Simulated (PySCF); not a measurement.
F3Fe, SMILES [F][Fe+]([F])[F] (connectivity only; charge and spin as stated), charge +1, multiplicity 5. Geometry: PBE0-D3(BJ)/def2-SVP. The multiplicity is an assumed one; other spin states were not compared.

Method: PBE0-D3(BJ)/def2-SVP (PySCF).

Harmonic wavenumbers (cm⁻¹): 145, 205, 229, 705, 808, 890. Rotational constants (GHz): 8.998, 5.162, 3.280; symmetry number 2.

Q: Work out the zero-point energy and the ideal-gas rigid-rotor harmonic-oscillator thermochemistry at 298.15 K and 1 atm.

A: ZPE = ½ Σ hcν = ½ × 2983 cm⁻¹ = 4.26 kcal/mol. H − E(el) = 7.87 kcal/mol. Entropy in cal/(mol K): translation 40.08, rotation 23.78, vibration 7.35, spin 3.20, total 74.41. G − E(el) = -14.32 kcal/mol. Cp = 15.46 cal/(mol K). Modes under 150 cm⁻¹ make the vibrational entropy uncertain.
